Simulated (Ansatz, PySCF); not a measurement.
Potential energy curve for ClBe (cation, charge +1), lowest singlet found (which spin is the ground state isn't settled by this scan).

Levels of theory: RCCSDT = CCSDT on RHF/cc-pVDZ, frozen core (Ansatz, a quantum-chemistry and plane-wave program); RKS-PBE = restricted PBE/cc-pVDZ in Ansatz; UKS-LDA (SVWN5)/6-31G* = unrestricted LDA (SVWN5)/6-31G*, spherical d (PySCF); RKS-B3LYP = restricted B3LYP/cc-pVDZ (Ansatz).

Energies are in kcal/mol, each relative to the lowest point of its own curve between 1.42 and 2.15 Å, where full CI is lowest.

```json
[
 {"R / Å": "1.42", "RCCSDT": "53.8", "RKS-PBE": "51.5", "UKS-LDA (SVWN5)/6-31G*": "47.7", "RKS-B3LYP": "50.1"},
 {"R / Å": "1.56", "RCCSDT": "13.5", "RKS-PBE": "12.8", "UKS-LDA (SVWN5)/6-31G*": "?", "RKS-B3LYP": "12.1"},
 {"R / Å": "1.64", "RCCSDT": "3.7", "RKS-PBE": "3.5", "UKS-LDA (SVWN5)/6-31G*": "2.4", "RKS-B3LYP": "?"},
 {"R / Å": "1.73", "RCCSDT": "0.0", "RKS-PBE": "0.0", "UKS-LDA (SVWN5)/6-31G*": "0.0", "RKS-B3LYP": "0.0"},
 {"R / Å": "1.79", "RCCSDT": "0.6", "RKS-PBE": "0.6", "UKS-LDA (SVWN5)/6-31G*": "?", "RKS-B3LYP": "?"},
 {"R / Å": "1.88", "RCCSDT": "4.6", "RKS-PBE": "4.5", "UKS-LDA (SVWN5)/6-31G*": "?", "RKS-B3LYP": "5.1"},
 {"R / Å": "1.94", "RCCSDT": "8.8", "RKS-PBE": "8.6", "UKS-LDA (SVWN5)/6-31G*": "?", "RKS-B3LYP": "9.4"},
 {"R / Å": "2.01", "RCCSDT": "14.7", "RKS-PBE": "14.2", "UKS-LDA (SVWN5)/6-31G*": "16.9", "RKS-B3LYP": "15.3"},
 {"R / Å": "2.08", "RCCSDT": "21.2", "RKS-PBE": "20.5", "UKS-LDA (SVWN5)/6-31G*": "23.8", "RKS-B3LYP": "21.9"},
 {"R / Å": "2.15", "RCCSDT": "28.2", "RKS-PBE": "27.2", "UKS-LDA (SVWN5)/6-31G*": "31.0", "RKS-B3LYP": "28.8"},
 {"R / Å": "2.22", "RCCSDT": "35.3", "RKS-PBE": "34.1", "UKS-LDA (SVWN5)/6-31G*": "38.3", "RKS-B3LYP": "35.8"},
 {"R / Å": "2.37", "RCCSDT": "50.0", "RKS-PBE": "48.6", "UKS-LDA (SVWN5)/6-31G*": "53.6", "RKS-B3LYP": "50.7"},
 {"R / Å": "2.51", "RCCSDT": "62.2", "RKS-PBE": "61.2", "UKS-LDA (SVWN5)/6-31G*": "66.8", "RKS-B3LYP": "63.5"},
 {"R / Å": "2.69", "RCCSDT": "75.0", "RKS-PBE": "75.4", "UKS-LDA (SVWN5)/6-31G*": "81.0", "RKS-B3LYP": "78.0"},
 {"R / Å": "2.89", "RCCSDT": "—", "RKS-PBE": "88.3", "UKS-LDA (SVWN5)/6-31G*": "92.8", "RKS-B3LYP": "91.3"}
]
```

Task: What belongs in the gaps?

Result: 
- 1.56, UKS-LDA (SVWN5)/6-31G*: 10.8
- 1.64, RKS-B3LYP: 3.1
- 1.79, UKS-LDA (SVWN5)/6-31G*: 1.3
- 1.79, RKS-B3LYP: 0.9
- 1.88, UKS-LDA (SVWN5)/6-31G*: 6.1
- 1.94, UKS-LDA (SVWN5)/6-31G*: 10.7

Dashes: no converged value, or the column stops at the first point that the program doubted or that broke a chosen test of continuity, which isn't proof of a fault.

The scan ran from 1.42 to 6.71 Å; beyond the distances shown full CI changes its symmetry label. The restricted form behind RKS-PBE, RKS-B3LYP keeps the bonding electrons paired and can't separate into open-shell fragments. The unrestricted determinant behind UKS-LDA (SVWN5)/6-31G* is spin-contaminated at 2.51 to 2.89 Å (<S²> up to 0.5, against 0.00 for a pure singlet).
